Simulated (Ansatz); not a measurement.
Relaxation of a periodic cell of 17 atoms, Be$_{16}$C (host Be, host structure hcp, interstitial C), to a largest force component of 0.03 eV/Å in at most 60 steps.

Theory: DFT PBE, scalar-relativistic, plane waves, PAW (Ansatz). Settings: cutoff 420 eV, k mesh 5x6x4, gaussian smearing 0.05 eV, no spin polarisation.

```xyz
17
Lattice="-2.2900 -3.9664 0.0000 3.4350 -1.9832 0.0000 0.0000 0.0000 7.1769" Properties=species:S:1:pos:R:3
Be 0.000 -3.966 0.000
Be 0.000 -2.644 1.794
Be 0.000 -3.966 3.588
Be 0.000 -2.644 5.383
Be -1.145 -1.983 0.000
Be 2.290 -2.644 1.794
Be -1.145 -1.983 3.588
Be 2.290 -2.644 5.383
Be 1.145 -1.983 0.000
Be 1.145 -0.661 1.794
Be 1.145 -1.983 3.588
Be 1.145 -0.661 5.383
Be 0.000 0.000 0.000
Be 1.145 -4.627 1.794
Be 0.000 0.000 3.588
Be 1.145 -4.627 5.383
C 0.001 -1.310 6.323
```

**Question.** Where does it end, and by what steps?

**Answer.** It converged. The force dipped under the threshold on the way, but the program's further checks kept it going. Limits of this set-up: coarse k mesh. After 6 steps the energy has fallen by 0.808 eV; Be9 moved furthest, 0.15 Å.

```tsv
step	energy less start (eV)	largest force component (eV/Å)	accepted
0	0.0000	2.175	yes
1	-0.5707	1.210	yes
2	-0.7960	0.158	yes
3	-0.8045	0.075	yes
4	-0.8054	0.070	yes
5	-0.8083	0.008	yes
6	-0.8083	0.008	yes
```

```xyz
17
Lattice="-2.2900 -3.9664 0.0000 3.4350 -1.9832 0.0000 0.0000 0.0000 7.1769" Properties=species:S:1:pos:R:3
Be 0.107 -4.027 0.058
Be 0.003 -2.681 1.845
Be -0.008 -3.961 3.546
Be -0.077 -2.704 5.325
Be -1.159 -2.080 0.064
Be 2.295 -2.646 1.842
Be -1.178 -1.999 3.543
Be 2.314 -2.658 5.243
Be 1.120 -1.968 0.143
Be 1.179 -0.645 1.845
Be 1.141 -1.980 3.545
Be 1.159 -0.563 5.324
Be 0.078 0.062 0.064
Be 1.154 -4.632 1.842
Be -0.003 0.037 3.543
Be 1.038 -4.565 5.330
C -0.001 -1.321 6.282
```

Whether the end is a true minimum wasn't checked by a vibrational analysis.

Time of the run: 57 s on 2 threads of Arm Neoverse V1, with other jobs on the host, peak memory 0.5 GiB.
